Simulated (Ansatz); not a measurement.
`F[Si]([SiH3])([SiH3])Cl` + H–F → `F[Si](F)([SiH3])Cl` + SiH₄ at 298.15 K and 1 bar (cleavage of the Si–Si bond).

Program: Ansatz. Geometries: PBE0-D4/def2-TZVP. ΔE: electronic, gas phase. CCSD(T)/CBS is the MP2 limit (def2-TZVPP, def2-QZVPP) plus CCSD(T) − MP2 in def2-TZVPP, frozen cores. This one scheme is used for every species.

```csv
species,CCSD(T)/CBS energy (Eh),H − E (kJ/mol),S (J/(mol·K))
`F[Si]([SiH3])([SiH3])Cl`,-1430.51902,171.7,408.1
H–F,-100.39570,33.5,173.6
`F[Si](F)([SiH3])Cl`,-1239.50998,108.9,362.4
SiH₄,-291.46306,92.1,204.8
```

H − E and S are ideal-gas, rigid-rotor, harmonic terms from PBE0-D4/def2-TZVP. 1 Eh = 2625.50 kJ/mol, R = 8.31446 J/(mol·K).

**Question.** By hand: ΔE, ΔH, ΔS and ΔG.

**Answer.** ΔE = (-1239.50998) + (-291.46306) − (-1430.51902) − (-100.39570) = -0.05832 Eh = -153.1 kJ/mol. Δ(H − E) = 108.9 + 92.1 − 171.7 − 33.5 = -4.2, so ΔH = -157.3 kJ/mol. ΔS = 362.4 + 204.8 − 408.1 − 173.6 = -14.5 J/(mol·K). ΔG = -157.3 − 298.15 × (-14.5)/1000 = -153.0 kJ/mol.

**Question.** By hand: the equilibrium constant, and the temperature at which ΔG would vanish if ΔH and ΔS stayed fixed.

**Answer.** log₁₀ K = −ΔG/(RT ln 10) = 26.8. ΔG = 0 at ΔH/ΔS = 10848 K, far beyond where these terms or the molecules hold.

The number of gas molecules stays the same, so ΔS is small and ΔH decides. A doubt of 5 kJ/mol in ΔE shifts log₁₀ K by 0.9 here. These are equilibria of isolated gas molecules and say nothing of rates. Largest T1 diagnostic: 0.013 (customary marks: 0.02 for closed shells, 0.045 for open ones).
